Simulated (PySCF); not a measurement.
Bonds (- single, = double, # triple, : aromatic): P1-Si2 2.266 Å, Si2-C3 1.842 Å, C3=C4 1.353 Å, C4-O5 1.358 Å, O5-C6 1.454 Å, C6-C3 1.515 Å. P1 carries H7, H8; Si2 carries H9, H10; C4 carries H11; C6 carries H12, H13.

Geometry: PBE0-D3(BJ)/def2-SVP; GIAO shifts from PySCF 2.14, gas phase, non-relativistic, averaged over equivalent atoms.

At PBE0/STO-3G (45 basis functions, 3.9 s wall time on 1 thread of an Arm Neoverse V1, shared host):
```json
{"atoms": "P1", "δ (ppm)": "-183.5"}
{"atoms": "Si2", "δ (ppm)": "-51.8"}
{"atoms": "C4", "δ (ppm)": "138.4"}
{"atoms": "C3", "δ (ppm)": "95.3"}
{"atoms": "C6", "δ (ppm)": "67.2"}
{"atoms": "O5", "δ (ppm)": "114.0"}
{"atoms": "H11", "δ (ppm)": "6.26"}
{"atoms": "H12/H13", "δ (ppm)": "3.33"}
{"atoms": "H9/H10", "δ (ppm)": "1.83"}
{"atoms": "H7/H8", "δ (ppm)": "0.10"}
```

Referencing at the same level of theory: $^{31}$P (σref 552.63) vs H3PO4; $^{29}$Si (σref 517.60), $^{13}$C (σref 234.69), $^{1}$H (σref 32.60) vs TMS; H2O for $^{17}$O (σref 341.71).

Predict the values at PBE0/def2-TZVP on the same geometry.

## Answers


| atoms | δ at PBE0/def2-TZVP | change |
| --- | --- | --- |
| P1 | -307.8 | -124.3 |
| Si2 | -67.8 | -16.0 |
| C4 | 175.9 | +37.5 |
| C3 | 111.8 | +16.5 |
| C6 | 84.6 | +17.4 |
| O5 | 199.1 | +85.1 |
| H11 | 7.33 | +1.07 |
| H12/H13 | 5.17 | +1.84 |
| H9/H10 | 5.04 | +3.21 |
| H7/H8 | 1.78 | +1.68 |

δ = σ(ref) − σ, references computed at the same level: $^{31}$P (σ = 280.95 ppm) against H3PO4; $^{29}$Si (σ = 331.56 ppm), $^{13}$C (σ = 186.65 ppm), $^{1}$H (σ = 31.48 ppm) against TMS; $^{17}$O (σ = 332.57 ppm) against H2O.

The largest change is at P1 (phosphorus bonded to Si, 2 H). Cost: 240 basis functions, 40 s wall time on 1 thread of an Arm Neoverse V1, shared host. The order of the carbon signals is the same at both levels.

Experimental scales use liquid or dissolved standards, which lie at an offset from isolated H2O (liquid H2O: subtract about 36 ppm) and H3PO4.
